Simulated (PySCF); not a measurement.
## Magnetic susceptibility: `C=C1[C@@H](F)[C@]1(F)C(=O)O`, C₅H₄F₂O₂

Molfile (atoms numbered from 1):
```
C5H4F2O2
     RDKit          3D

 13 13  0  0  0  0  0  0  0  0999 V2000
    1.9835    0.9701   -0.2165 C   0  0  0  0  0  0  0  0  0  0  0  0
    1.0336    0.0820   -0.0807 C   0  0  0  0  0  0  0  0  0  0  0  0
    0.5712   -1.3017   -0.1211 C   0  0  1  0  0  0  0  0  0  0  0  0
    1.0897   -2.2094    0.7404 F   0  0  0  0  0  0  0  0  0  0  0  0
   -0.3412   -0.1883    0.4154 C   0  0  1  0  0  0  0  0  0  0  0  0
   -0.5613   -0.0968    1.7561 F   0  0  0  0  0  0  0  0  0  0  0  0
   -1.5174    0.1788   -0.4305 C   0  0  0  0  0  0  0  0  0  0  0  0
   -1.5385    0.0215   -1.6237 O   0  0  0  0  0  0  0  0  0  0  0  0
   -2.5151    0.6949    0.2740 O   0  0  0  0  0  0  0  0  0  0  0  0
    1.8271    2.0048    0.0404 H   0  0  0  0  0  0  0  0  0  0  0  0
    2.9545    0.6936   -0.5940 H   0  0  0  0  0  0  0  0  0  0  0  0
    0.2738   -1.7690   -1.0554 H   0  0  0  0  0  0  0  0  0  0  0  0
   -3.2643    0.9199   -0.3011 H   0  0  0  0  0  0  0  0  0  0  0  0
  1  2  2  0
  2  3  1  0
  3  4  1  0
  3  5  1  0
  5  6  1  1
  5  7  1  0
  7  8  2  0
  7  9  1  0
  5  2  1  0
  1 10  1  0
  1 11  1  0
  3 12  1  6
  9 13  1  0
M  END
```

Level of theory: PySCF, GIAO BHandHLYP/pcSseg-1 magnetisability, rotational g tensor and spin-rotation constants, non-relativistic, gas phase. Geometry: GFN2-xTB.

(1) How diamagnetic is it, and how anisotropic?

(2) Split it along the inertial axes a, b, c into diamagnetic and paramagnetic parts about the centre of mass, with the quadrupole moment.

(3) And the rotational g tensor?

## Answers

(1) Isotropic -1085 × 10⁻³⁰ J/T², or -65.3 × 10⁻⁶ cm³/mol; principal values -1256, -1049, -951 × 10⁻³⁰ J/T², anisotropy 270 × 10⁻³⁰ J/T² (root of half the summed squared differences of the principal values). The susceptibility is in cgs units.

(2) 
```csv
axis,χ (10⁻⁶ cm³/mol),diamagnetic (10⁻⁶ cm³/mol),paramagnetic (10⁻⁶ cm³/mol),summed x² of all electrons (Å²),quadrupole Θ (D Å)
a,-61.7,-577.6,515.9,170.4,+8.04
b,-71.0,-975.7,904.7,76.6,-4.11
c,-63.4,-1047.7,984.3,59.6,-3.93
```
Anisotropies 2χaa − χbb − χcc = +11.0 and 2χbb − χaa − χcc = -16.9 × 10⁻⁶ cm³/mol. Θ is traceless in Buckingham's convention.

(3) 
```csv
axis,rotational constant (GHz),g,nuclear part,electronic part
a,2.3332,-0.0318,0.5337,-0.5655
b,1.2593,-0.0074,0.5278,-0.5352
c,1.1669,-0.0111,0.5285,-0.5396
```
Asymmetric top; isotopes 12C, 19F, 1H, 16O; no vibrational averaging.
